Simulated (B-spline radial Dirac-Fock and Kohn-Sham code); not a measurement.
**Rh⁺: non-radiative channels of the N3 vacancy**

System: rhodium as Rh⁺, 1s2 2s2 2p6 3s2 3p6 3d10 4s2 4p6 4d8, inside a Watson sphere of charge -1 and radius 2.2 Å (a model of the Madelung potential; inside it an electron's potential energy is raised by 6.5 eV).

Model: a relativistic independent-particle model: LDA orbitals of the hole state, radiative multipoles to third order, Auger rates from the Coulomb interaction with a continuum orbital, Dirac-Fock energies. Program: a B-spline atomic structure program. Kinetic energies are configuration averages from the vacuum level; the two-hole energies are estimated from single-hole states.

```
transition  kinetic energy (eV)  width (meV)  share (%)
   N3-N4N4                25.09          229        2.4
   N3-N4N5                25.54         5740       59.2
   N3-N5N5                26.00         3720       38.4
```

Coster-Kronig rates are the weakest part of this model and often come out 1.5 to 2.5 times too large. Super-Coster-Kronig decay this fast strains the one-particle picture, and such widths tend to come out too large. The listed channels hold 100 % of the non-radiative rate. Summed by principal shells, of 9.69 eV in all: NNN 100.0 %.

Values without a named source are computed, but for edge energies of neutral atoms, which are taken from tables.
